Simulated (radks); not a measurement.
Results of a calculation; reference values are marked as such.
Valence configurations of Ho (all share [Xe]). Level of theory: scalar-relativistic Kohn-Sham, SCAN, spin-unpolarised, spherical densities, finite nucleus; meta-GGA in the generalised Kohn-Sham scheme; Fermi nuclear charge, rms radius 5.2022 fm (a radial shooting solver on a logarithmic mesh with Libxc functionals). Energies are relative to 4f11 6s2; eigenvalues in eV.

\begin{tabular}{lrrrrr}
valence & E (eV) & e(4f) & e(5d) & e(6p) & e(6s) \\ \hline
4f11 6s2 & 0.000 & -3.113 & - & - & -3.943 \\
4f11 5d0.5 6s1.5 & 1.542 & -2.763 & -0.758 & - & -3.792 \\
4f11 6s1 6p1 & 2.915 & -4.648 & - & -1.787 & -4.698 \\
4f10 5d1 6s2 & 4.779 & -9.391 & -2.068 & - & -4.517 \\
4f11 5d1 6p1 & 5.644 & -3.773 & -1.557 & -1.632 & - \\
4f11 6p2 & 5.853 & -6.004 & - & -2.317 & - \\
4f9 5d2 6s2 & 14.966 & -16.286 & -3.210 & - & -4.812 \\
\end{tabular}

NIST lists [Xe] 4f11 6s2 as the ground configuration; this level of theory agrees among the configurations tried. The energies are those of spherical spin-averaged densities, not of single terms. No valid solution was reached for [Xe] 4f12 6s1; [Xe] 4f10.5 6s2 6p0.5; [Xe] 4f13.
